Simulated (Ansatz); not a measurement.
`CC#[C][GeH2][NH2]`. Charge 0, multiplicity 1. The geometry is a stationary point of PBE0-D4/def2-TZVP. It is one conformer, not always the lowest.

```xyz
12

C    -2.708   -0.044   -0.594
C    -1.355   -0.032   -0.077
C    -0.227   -0.021    0.358
Ge    1.564   -0.004    1.007
N     2.826    0.087   -0.327
H    -2.723    0.221   -1.654
H    -3.157   -1.035   -0.487
H    -3.336    0.671   -0.058
H     1.748    1.235    1.892
H     1.813   -1.305    1.780
H     2.758    0.930   -0.882
H     2.798   -0.704   -0.956
```

Question: What is the dipole moment at B3LYP/def2-TZVPP? (Best estimate.)

Answer: The calculation gave: 2.12 D, with components (-1.66, 0.02, -1.32) D in this frame, pointing from negative to positive charge.

Question: And with PBE, r2SCAN, ωB97M-V? (Best estimate.)

Answer: Ansatz gave: PBE 2.10 D, r2SCAN 2.19 D, ωB97M-V 2.13 D.

Question: Give the Mulliken charges with B3LYP, r2SCAN, ωB97M-V in def2-TZVPP. (An estimate is asked.)

Answer: Ansatz gave: 
```csv
atom,B3LYP,r2SCAN,ωB97M-V
C1,-0.29,-0.24,-0.34
C2,-0.28,-0.39,-0.36
C3,0.08,0.23,0.12
Ge4,0.31,0.33,0.31
N5,-0.39,-0.42,-0.36
H6,0.11,0.08,0.13
H7,0.11,0.08,0.13
H8,0.11,0.08,0.13
H9,0.00,-0.01,0.02
H10,0.00,-0.01,0.02
H11,0.12,0.14,0.10
H12,0.12,0.14,0.10
```

B3LYP here is the variant with VWN-RPA as its local correlation; programs differ in this.
